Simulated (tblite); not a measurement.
Species: C₅H₁₂OS.
Numbering: `[CH3:1][CH2:2][C@@H:3]([CH3:4])[S@:5]([CH3:6])=[O:7]` (hydrogens: H8, H9, H10 on C1; H11, H12 on C2; H13 on C3; H14, H15, H16 on C4; H17, H18, H19 on C6)

Computed with GFN2-xTB (tblite), gas phase: Langevin dynamics at 200 K from the optimised GFN2-xTB geometry, time step 0.5 fs, friction 0.01 fs⁻¹, 2000 steps. The instantaneous temperature is 2·E(kin)/(3Nk) with all 3N coordinates.

| t (fs) | T (K) | E(pot) above start (eV) | C1–C2 (Å) | C2–C3 (Å) | C3–C4 (Å) | C3–S5 (Å) | S5–C6 (Å) | C1–H8 (Å) | C1–C2–C3–C4 (°) |
| --- | --- | --- | --- | --- | --- | --- | --- | --- | --- |
| 0 | 162 | 0.000 | 1.524 | 1.524 | 1.517 | 1.875 | 1.849 | 1.087 | -55 |
| 25 | 142 | 0.229 | 1.526 | 1.518 | 1.492 | 1.913 | 1.883 | 1.108 | -56 |
| 50 | 114 | 0.387 | 1.544 | 1.524 | 1.513 | 1.841 | 1.813 | 1.081 | -52 |
| 75 | 102 | 0.415 | 1.513 | 1.526 | 1.530 | 1.913 | 1.851 | 1.073 | -48 |
| 100 | 166 | 0.329 | 1.498 | 1.490 | 1.525 | 1.848 | 1.818 | 1.110 | -57 |
| 125 | 232 | 0.394 | 1.527 | 1.559 | 1.532 | 1.891 | 1.884 | 1.107 | -59 |
| 150 | 160 | 0.533 | 1.512 | 1.544 | 1.503 | 1.820 | 1.794 | 1.059 | -64 |
| 175 | 263 | 0.387 | 1.482 | 1.521 | 1.507 | 1.923 | 1.875 | 1.086 | -62 |
| 200 | 163 | 0.682 | 1.536 | 1.526 | 1.559 | 1.857 | 1.815 | 1.113 | -58 |
| 225 | 241 | 0.408 | 1.568 | 1.501 | 1.533 | 1.881 | 1.863 | 1.099 | -50 |
| 250 | 147 | 0.518 | 1.524 | 1.495 | 1.502 | 1.926 | 1.831 | 1.048 | -46 |
| 275 | 253 | 0.470 | 1.515 | 1.591 | 1.551 | 1.815 | 1.860 | 1.095 | -43 |
| 300 | 217 | 0.403 | 1.522 | 1.533 | 1.526 | 1.918 | 1.859 | 1.085 | -46 |
| 325 | 214 | 0.426 | 1.523 | 1.528 | 1.491 | 1.886 | 1.881 | 1.088 | -51 |
| 350 | 198 | 0.374 | 1.525 | 1.581 | 1.506 | 1.839 | 1.877 | 1.093 | -51 |
| 375 | 181 | 0.424 | 1.531 | 1.515 | 1.512 | 1.936 | 1.840 | 1.075 | -49 |
| 400 | 198 | 0.415 | 1.528 | 1.522 | 1.518 | 1.816 | 1.871 | 1.095 | -58 |
| 425 | 140 | 0.496 | 1.524 | 1.567 | 1.549 | 1.886 | 1.864 | 1.134 | -56 |
| 450 | 230 | 0.386 | 1.494 | 1.482 | 1.521 | 1.954 | 1.862 | 1.091 | -58 |
| 475 | 156 | 0.499 | 1.523 | 1.536 | 1.537 | 1.863 | 1.847 | 1.061 | -62 |
| 500 | 179 | 0.428 | 1.537 | 1.558 | 1.519 | 1.878 | 1.887 | 1.103 | -61 |
| 525 | 221 | 0.359 | 1.513 | 1.520 | 1.473 | 1.883 | 1.845 | 1.095 | -56 |
| 550 | 223 | 0.320 | 1.508 | 1.575 | 1.508 | 1.857 | 1.853 | 1.090 | -48 |
| 575 | 168 | 0.500 | 1.509 | 1.551 | 1.491 | 1.945 | 1.851 | 1.090 | -43 |
| 600 | 219 | 0.392 | 1.562 | 1.477 | 1.501 | 1.811 | 1.844 | 1.077 | -47 |
| 625 | 238 | 0.410 | 1.581 | 1.503 | 1.562 | 1.912 | 1.829 | 1.057 | -49 |
| 650 | 237 | 0.562 | 1.567 | 1.505 | 1.608 | 1.875 | 1.896 | 1.096 | -61 |
| 675 | 287 | 0.503 | 1.515 | 1.486 | 1.552 | 1.890 | 1.866 | 1.097 | -65 |
| 700 | 291 | 0.440 | 1.517 | 1.509 | 1.505 | 1.865 | 1.863 | 1.063 | -73 |
| 725 | 254 | 0.554 | 1.551 | 1.467 | 1.508 | 1.955 | 1.881 | 1.100 | -73 |
| 750 | 181 | 0.630 | 1.578 | 1.472 | 1.545 | 1.842 | 1.855 | 1.093 | -65 |
| 775 | 295 | 0.464 | 1.503 | 1.503 | 1.541 | 1.905 | 1.858 | 1.094 | -58 |
| 800 | 244 | 0.493 | 1.486 | 1.515 | 1.563 | 1.880 | 1.857 | 1.082 | -60 |
| 825 | 219 | 0.578 | 1.561 | 1.469 | 1.581 | 1.889 | 1.859 | 1.103 | -54 |
| 850 | 241 | 0.583 | 1.562 | 1.494 | 1.540 | 1.925 | 1.833 | 1.111 | -49 |
| 875 | 237 | 0.468 | 1.542 | 1.499 | 1.493 | 1.835 | 1.859 | 1.085 | -44 |
| 900 | 218 | 0.532 | 1.504 | 1.514 | 1.535 | 1.888 | 1.855 | 1.085 | -42 |
| 925 | 217 | 0.526 | 1.518 | 1.488 | 1.510 | 1.903 | 1.857 | 1.066 | -47 |
| 950 | 238 | 0.491 | 1.591 | 1.500 | 1.522 | 1.855 | 1.825 | 1.068 | -50 |
| 975 | 203 | 0.538 | 1.535 | 1.492 | 1.515 | 1.891 | 1.860 | 1.102 | -54 |
| 1000 | 194 | 0.458 | 1.533 | 1.483 | 1.536 | 1.888 | 1.831 | 1.075 | -51 |

Task: From 500 fs on, how do temperature and potential energy compare with equipartition?

Result: The mean temperature of these 21 frames is 229 K against the target 200 K, and the mean potential energy 0.49 eV against 51 × kT/2 = 0.44 eV for 51 classical harmonic modes. For 19 atoms in a canonical ensemble the temperature itself scatters by T·√(2/(3N)) = 37 K; here its standard deviation is 34 K. The whole run lasts only 10 friction times of 100 fs, so these averages carry a wide statistical error.

Task: What are the kinetic and total energies of the listed frame with the highest potential energy?

Result: The one at 200 fs, 0.682 eV above the start. Its kinetic energy is 3NkT/2 = 0.401 eV at 163 K, so the sum is 1.08 eV; over the listed frames the sum runs from 0.40 to 1.21 eV, since the thermostat adds and removes energy.

Task: How much do the listed bonds fluctuate from 500 fs on?

Result: 
| bond | at the start (Å) | mean (Å) | standard deviation (Å) |
| --- | --- | --- | --- |
| C1–C2 | 1.524 | 1.537 | 0.029 |
| C2–C3 | 1.524 | 1.504 | 0.028 |
| C3–C4 | 1.517 | 1.529 | 0.032 |
| C3–S5 | 1.875 | 1.884 | 0.034 |
| S5–C6 | 1.849 | 1.855 | 0.018 |
| C1–H8 | 1.087 | 1.087 | 0.014 |

The motion is classical and holds no zero-point motion.

What follows is the cost of the whole dynamics run. Time: 37 s; peak memory 0.18 GiB. Hardware: Intel Xeon at 2.50 GHz, one thread, no GPU, on a shared host.
